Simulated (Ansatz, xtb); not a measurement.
# A geometry optimisation of F2GeH2Sn with r2SCAN-D4/def2-SVP

The starting geometry of this gas-phase singlet was built from a drawn formula by distance geometry and a force field; its bonds are those of `[F][SnH]([F])[GeH]`.

```
atom    x (Å)    y (Å)   z (Å)
   F  -0.6697   0.5964  0.1865
   F   2.4905   0.9215  0.3579
  Ge   1.2735  -2.5857  0.2926
  Sn   0.9255  -0.1309  1.0098
   H   0.8224  -0.0355  2.6947
   H   0.0309  -3.3955  0.7334
```

Problem. Where would you expect an optimisation with r2SCAN-D4/def2-SVP to take it?

Solution. A new bond forms, giving a structure with F1 bridging Sn4 and Ge3, given below by its coordinates. Distances that change by over a tenth: F1–Sn4 (1.94 → 2.20 Å). Contacts that close: F1–Ge3 (3.73 → 1.98 Å).

The energy falls by 1.16 eV over 18 steps:

```json
{"step": "1", "E − E(last) (eV)": "1.157"}
{"step": "3", "E − E(last) (eV)": "0.710"}
{"step": "5", "E − E(last) (eV)": "0.677"}
{"step": "7", "E − E(last) (eV)": "0.665"}
{"step": "9", "E − E(last) (eV)": "0.605"}
{"step": "10", "E − E(last) (eV)": "0.487"}
{"step": "12", "E − E(last) (eV)": "0.137"}
{"step": "14", "E − E(last) (eV)": "0.011"}
{"step": "16", "E − E(last) (eV)": "0.000"}
{"step": "18", "E − E(last) (eV)": "0.000"}
```

Final geometry (Å):

```xyz
6

F    -0.2373   -0.5652    0.0293
F     2.3680    1.1249    0.5851
Ge    0.6915   -2.2730   -0.3360
Sn    1.4666   -0.3976    1.4045
H     0.6467    0.4381    2.6906
H    -0.0624   -2.9568    0.9014
```

From the same start GFN2-xTB ends elsewhere, in pieces: F2Ge + H2Sn.

No frequencies were run, so the end isn't proven a minimum. Atoms past krypton carry core potentials, without spin–orbit terms. Run with Ansatz 0.2.0, 33 s on 1 thread of AMD EPYC 9R45 96-Core Processor (Zen 5) (shared host).
